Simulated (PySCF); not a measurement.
Compound: C4H8B2OSi.
Z-matrix (Å and degrees, PBE0-D3(BJ)/def2-SVP geometry), rows numbered from 1:
```
Si
O   1  1.6729
B   2  1.3573  1  140.47
C   3  1.5732  2  117.89  1   179.14
C   4  1.3522  3  120.27  2  -179.47
B   5  1.5626  4  120.01  3    -0.41
C   6  1.5670  5  119.96  4     0.42
C   7  1.3523  6  120.54  5    -0.31
H   1  1.4927  2  111.54  3    -2.30
H   1  1.4886  2  107.63  3  -122.78
H   1  1.4887  2  107.80  3   118.38
H   4  1.0989  3  119.30  2     0.27
H   5  1.0980  4  119.42  3   179.79
H   6  1.2120  5  120.21  4  -179.43
H   7  1.0981  6  120.31  5   179.85
H   8  1.0993  3  120.92  2    -0.35
```

Method used: PBE0-D3(BJ)/def2-SVP geometry optimisation, gas phase (PySCF).

Masses are those of the commonest isotopes; rigid-rotor values at the optimised geometry. The values belong to one conformer with, in the numbering `[SiH3:1][O:2][B:3]1[CH:4]=[CH:5][BH:6][CH:7]=[CH:8]1`, Si1–O2–B3–C4 179°.

(1) Give the principal moments of inertia and the rotational constants in MHz.

(2) What kind of rotor is it?

(3) Is it planar, by Δ = Ic − Ia − Ib?

(4) Predict some low-J microwave lines.

Answers

(1) Ia = 120.85, Ib = 533.07, Ic = 647.90 u·Å²; 505379 MHz·u·Å²/I gives A = 4182, B = 948.0, C = 780.0 MHz.

(2) A near-prolate asymmetric top; Ray's κ = -0.901.

(3) Not planar: Δ = Ic − Ia − Ib = -6.02 u·Å². For a rigid frame Δ = −2 Σ m c², so Σ m c² = 3.01 u·Å² lies off the ab plane, practically all of it from hydrogen. The atom farthest from that plane is 1.24 Å away.

(4) The dipole components are |μa| = 1.56 D, |μb| = 0.44 D, |μc| = 0.01 D. The squared components, which scale the intensities, stand as 1.00 : 0.08 : 0.00 (a : b : c). Some lines, for components of 0.1 D or more:

```tsv
type	branch	J(Ka,Kc)	MHz	lower level (cm⁻¹)
a	Q	2(1,1) ← 2(1,2)	504	0.275
a	R	1(0,1) ← 0(0,0)	1728	0.000
a	R	2(1,2) ← 1(1,1)	3288	0.166
b	Q	1(1,0) ← 1(0,1)	3402	0.058
a	R	2(0,2) ← 1(0,1)	3450	0.058
b	Q	2(1,1) ← 2(0,2)	3576	0.173
a	R	2(1,1) ← 1(1,0)	3624	0.171
b	R	1(1,1) ← 0(0,0)	4962	0.000
b	R	2(1,2) ← 1(0,1)	6522	0.058
b	Q	2(2,0) ← 2(1,1)	9708	0.292
b	Q	2(2,1) ← 2(1,2)	10206	0.275
b	R	2(2,1) ← 1(1,0)	13326	0.171
b	R	2(2,0) ← 1(1,1)	13501	0.166
```

Not checked by PBE0-D3(BJ)/def2-SVP frequencies. These are rigid-rotor constants of the computed structure; measured ground-state constants (B0) also hold zero-point vibration. A rigid rotor knows nothing of internal rotation, which can split or shift real lines. Quadrupole hyperfine structure (11B) is left out.
